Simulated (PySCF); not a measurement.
CH₆AlN.

```xyz
9

Al    -0.5088     0.0694     0.0000
H     -2.0793     0.2521     0.0000
C      0.3797    -1.6703     0.0000
H      0.0927    -2.2595     0.8762
H      1.4688    -1.5861     0.0000
H      0.0927    -2.2595    -0.8762
N      0.4595     1.5556     0.0000
H      1.4671     1.5951     0.0000
H      0.0773     2.4887     0.0000
```
Charge 0, spin multiplicity 1.

Geometry optimised at B3LYP-D3(BJ)/def2-TZVP. The values are those of a single conformer.

Calculation: KT2/pcSseg-1 (PySCF). Non-relativistic, no solvent.

Computed absolute GIAO shielding of each atom: isotropic value and principal components (ppm):
```
atom  σ(iso)    σ11    σ22    σ33   span
----  ------  -----  -----  -----  -----
Al1    348.4  293.3  361.8  390.2   96.9
H2      26.7   23.6   24.4   32.0    8.3
C3     196.2  187.9  198.4  202.2   14.2
H4      31.9   28.0   28.6   39.0   11.1
H5      31.9   27.4   29.6   38.7   11.2
H6      31.9   28.0   28.6   39.0   11.1
N7     205.0  143.7  227.5  243.8  100.1
H8      29.6   24.4   26.0   38.2   13.7
H9      29.5   24.4   25.1   38.9   14.5
```
